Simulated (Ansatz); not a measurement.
Ansatz (a program for electronic structure) input:

Ansatz 0.2 input:
```yaml
crystal:
  periodic: [false, false, false]
  atoms:
    - {symbol: Si, position_ang: [0.18717400, 0.31922879, 0.12919250]}
    - {symbol: C, position_ang: [-1.55607232, 0.42223962, 0.11288206]}
    - {symbol: F, position_ang: [1.03905858, -1.03881122, -0.36741006]}
    - {symbol: H, position_ang: [0.84802944, 1.33184682, -0.76566127]}
    - {symbol: H, position_ang: [0.77494051, 0.45485220, 1.50724376]}
    - {symbol: H, position_ang: [-2.15657697, -0.04792029, 0.88938033]}
    - {symbol: H, position_ang: [-2.10192230, 0.60788147, -0.81025965]}
basis:
  gaussian:
    orbitals: def2-TZVPD
hamiltonian:
  xc: {name: B97M-V}
total_charge: -1
output: {forces: true}
```

Task: Which total energy does the run end on?

Result: -429.86320 Eh (B97M-V/def2-TZVPD). The basis has 156 functions.

It need not be the lowest isomer of its formula. Whether it binds its extra electron was not tested at this geometry.
